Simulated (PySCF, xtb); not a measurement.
I4Ti, SMILES [Ti-]([I])([I])([I])[I] (connectivity only; charge and spin as stated), charge -1, multiplicity 2.

Harmonic wavenumbers (cm⁻¹) from xtb 6.7.1 with GFN2-xTB at its own minimum, in rising order: 36, 36, 48, 48, 48, 139, 284, 284, 284.

Task: What does PBE-D3(BJ)/def2-SVPD in PySCF give at its own minimum? (An estimate is asked for; the answer gives what the named calculation found.)

Result: 26, 41, 47, 47, 55, 134, 262, 262, 279. Paired by order, the mean absolute difference is 9 cm⁻¹ and the zero-point energies are 1.7 and 1.6 kcal/mol.
